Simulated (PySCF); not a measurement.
## Interval between two levels of N³⁺ by level of theory

N³⁺ [He] 2s2 → N³⁺ [He] 2s1 2p1 [3P2, M_J = 2], as a difference of total energies. Computed with PySCF 2.14 in x2c-SVPall-2c with one added diffuse shell of s type (4s2p1d, 15 functions), with the two-component X2C-1e Hamiltonian. Correlated levels: 1s2 frozen. "Screened" scales the spin-orbit matrix elements by Boettger's factors to mimic the two-electron term; Breit and QED terms are absent.

```csv
method,interval between two levels (cm⁻¹)
GHF (spin-free),45062
GMP2 (spin-free),54638
GHF (screened spin-orbit),45134
GMP2 (screened spin-orbit),54709
```

The labels give the starting determinants; with spin-orbit coupling the two ends relaxed to ⟨J²⟩ = 0.00, ⟨L²⟩ = 0.00, ⟨S²⟩ = 0.00 and ⟨J²⟩ = 6.00, ⟨L²⟩ = 2.00, ⟨S²⟩ = 2.00.
